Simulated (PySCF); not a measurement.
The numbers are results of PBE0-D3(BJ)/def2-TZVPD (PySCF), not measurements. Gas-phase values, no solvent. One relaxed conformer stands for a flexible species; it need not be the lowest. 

Reference species (SMILES): `[Cl][Al-][N+]#[C-]` (lower singlet) (charge -1, multiplicity 1).

```
Item    Result
----  --------
HOMO  -1.14 eV
```

Changed species: `[Cl][Al-][CH]=O` (lower singlet; O–C–Al–Cl torsion 120°) (X = formyl, multiplicity 1; the reference has X = isocyano, multiplicity 1).

Problem. What does the change do to the HOMO?

Solution. the HOMO increases by 0.70 eV, to -0.44 eV.
